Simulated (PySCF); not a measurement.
**MS for M along the second period**

CCSD(T) with double-zeta basis sets in PySCF, for the lowest determinant that a PBE0 search found; no spin–orbit coupling. De refers to high-spin ground-configuration atoms.

| M | basis | reference, frozen orbitals | state (unpaired electrons) | Re (Å) | ωe (cm⁻¹) | De (eV) |
| --- | --- | --- | --- | --- | --- | --- |
| Li | aug-cc-pVDZ/aug-cc-pV(D+d)Z | UHF, 5 | doublet (π ↑) | 2.176 | 546 | 2.89 |
| Be | def2-SVP | RHF, 5 | singlet (closed shell) | 1.782 | 941 | 2.39 |
| B | def2-SVP | ROHF, 6 | doublet (σ ↑) | 1.626 | 1199 | 5.56 |
| C | cc-pVDZ/cc-pV(D+d)Z | RHF, 6 | singlet (closed shell) | 1.560 | 1271 | 6.75 |
| N | x2c-SVPall | ROHF, 6 | doublet (π ↑) | 1.521 | 1202 | 3.93 |
| O | aug-cc-pV(D+d)Z/aug-cc-pVDZ | ROHF, 6 | triplet (π ↑↑) | 1.520 | 1080 | 4.72 |
| F | def2-SVP | UHF, 6 | doublet (π ↑) | 1.636 | 822 | 2.89 |

The shortest bond is that of SO (1.520 Å), the longest that of LiS (2.176 Å). CS is bound most strongly (6.75 eV) and BeS least (2.39 eV).

The rows differ in basis set, which adds steps of its own.

The state changes along the series, so neighbouring rows are not always alike in their bonding.

Correlated steps freeze the inner cores (5 to 6 orbitals); shallow outer-core shells are correlated. UHF and ROHF references stand side by side, which adds small steps between rows. Correlated levels converge slowly with the basis: in double zeta they bind strong bonds too weakly, by up to about 1 eV, and carry superposition errors of some tenths. Where the molecule has an RHF reference, its open-shell atoms are computed with UHF. The CCSD T1 diagnostic is raised in BeS, CS, a sign that a single reference may not be enough there. States were picked by a PBE0 search and need not be the measured ground states.
